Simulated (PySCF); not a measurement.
# IrN(OH)₂, quintet: molecular constants

Level of theory: PySCF, UPBE0, basis Ir def2-SVP with ECP60, N def2-SVP, O def2-SVP, H def2-SVP (scalar-relativistic core potentials, no spin–orbit coupling, density fitting).

The structure is a saddle point with 1 imaginary mode.

- Point group: Cs
- Bond lengths: Ir–N 1.729 Å, Ir–O 1.959 Å, Ir–O 1.965 Å, O–H 0.965 Å, O–H 0.972 Å
- Bond angles: H–O–Ir 112.5°, H–O–Ir 117.8°, N–Ir–O 130.0°, N–Ir–O 135.2°, O–Ir–O 94.9°
- Zero-point energy (real modes): 74.0 kJ/mol
- Dipole moment: 2.98 D
- Highest occupied level (α): -6.48 eV
- Spin squared ⟨S²⟩: 6.017
- Atomisation energy without zero-point energy: 1670 kJ/mol
- Principal quadrupole moments (Buckingham, traceless) about the centre of mass: -4.83, 1.85, 2.97 D Å
- Principal polarisabilities: 31.7, 56.3, 68.9 bohr³
- Lowest empty level (β): -5.22 eV
- Rotational constants: 0.229, 0.1646, 0.09578 cm⁻¹

Harmonic modes (masses in u: Ir 192.963, N 14.003, O 15.995, H 1.008):
```
symmetry  ω (cm⁻¹)  IR (km/mol)
     a''      171i            –
      a'       129          0.9
      a'       163          4.3
     a''       322         43.6
     a''       424          191
      a'       567         29.5
      a'       606         46.4
      a'       776         99.9
      a'       780          128
      a'       951          7.3
      a'      3773          131
      a'      3882          209
```

Charges (e):
| atom | Mulliken | Löwdin | polar tensor | spin (Mulliken) | Mayer order to Ir1 |
| --- | --- | --- | --- | --- | --- |
| Ir1 | 0.72 | 0.26 | 0.81 | 2.22 | – |
| N2 | -0.32 | -0.11 | -0.23 | 1.07 | 2.17 |
| O3 | -0.43 | -0.18 | -0.64 | 0.36 | 0.98 |
| O4 | -0.40 | -0.16 | -0.57 | 0.35 | 0.96 |
| H5 | 0.22 | 0.10 | 0.32 | -0.01 | 0.02 |
| H6 | 0.22 | 0.10 | 0.30 | 0.02 | 0.03 |
Other Mayer orders above 0.3: O–H 0.93 (×2).

Mulliken populations on Ir1 (electrons outside its core potential): s 2.70, p 6.42, d 7.10, f 0.06.

This need not be the most stable arrangement of these atoms. Open d and f shells are described by one determinant, and the ground state may have another occupation or spin. With an element this heavy the missing spin–orbit coupling can shift these numbers.

The final relaxation and frequency run took 2.5 min on 2 threads of a shared Arm Neoverse V2 host, with 84 basis functions and 32 gradients; the process peaked at 1.3 GiB. Launch command: `OMP_NUM_THREADS=2 python axn.py task.json out`.
